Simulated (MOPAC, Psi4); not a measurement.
Interaction energy of H4Si ··· BCl3 (SMILES [SiH4] and ClB(Cl)Cl). Monomers: optimised at B3LYP-D3(BJ) (def2-TZVP), held rigid. Orientation: lowest of the rigid-body minima from ten starts at GFN2-xTB. Only R, the distance of the centres of mass, is varied, so the lowest point isn't the relaxed dimer.

Geometry at R = 3.77 Å (first 5 atoms: monomer A):
```
9

Si     0.0000     0.0000     0.0000
H     -0.1023     0.9555    -1.1261
H      1.2570    -0.7724    -0.1209
H     -1.1538    -0.9269    -0.0329
H     -0.0009     0.7438     1.2799
Cl    -2.7235    -0.6407    -3.0464
B     -1.7355    -2.0277    -2.6649
Cl    -0.0407    -2.0325    -3.0819
Cl    -2.4411    -3.4080    -1.8632
```

Computed with: AM1, restricted, heats of formation (MOPAC); BLYP-D3(BJ)/def2-TZVP, counterpoise-corrected (Psi4); SAPT0/jun-cc-pVDZ, frozen core (Psi4); BLYP/def2-TZVP, counterpoise-corrected (Psi4); PBE/def2-TZVP, counterpoise-corrected (Psi4).

Interaction energies in kJ/mol (negative: bound); R is the distance of the centres of mass, d the H4···B7 distance.

```
R / Å  d / Å    AM1  BLYP-D3(BJ)/def2-TZVP  SAPT0/jun-cc-pVDZ  BLYP/def2-TZVP  PBE/def2-TZVP
-----  -----  -----  ---------------------  -----------------  --------------  -------------
3.15    2.34  26.00                  16.26              23.56           43.41          24.75
3.34    2.51  13.96                   2.60               9.94           26.74          12.36
3.54    2.70   5.63                  -4.58               2.26           16.28           5.18
3.77    2.91   1.39                  -7.59              -1.76            9.54           1.11
4.00    3.13   0.27                  -7.75              -3.11            5.94          -0.62
4.14    3.26   0.11                  -7.21              -3.27            4.60          -1.07
4.47    3.57   0.01                  -5.38              -2.84            2.76          -1.30
4.81    3.90  -0.04                  -3.68              -2.11            1.76          -1.07
5.28    4.36  -0.06                  -2.14              -1.30            0.97          -0.63
6.00    5.06  -0.04                  -1.04              -0.61            0.34          -0.20
6.95    5.99  -0.01                  -0.46              -0.25            0.06          -0.03
8.27    7.29   0.00                  -0.16              -0.09            0.00           0.00
```

Lowest grid point: AM1 -0.06 kJ/mol at R = 5.28 Å; BLYP-D3(BJ)/def2-TZVP -7.75 kJ/mol at R = 4.00 Å; SAPT0/jun-cc-pVDZ -3.27 kJ/mol at R = 4.14 Å; BLYP/def2-TZVP 0.00 kJ/mol at R = 8.27 Å; PBE/def2-TZVP -1.30 kJ/mol at R = 4.47 Å.
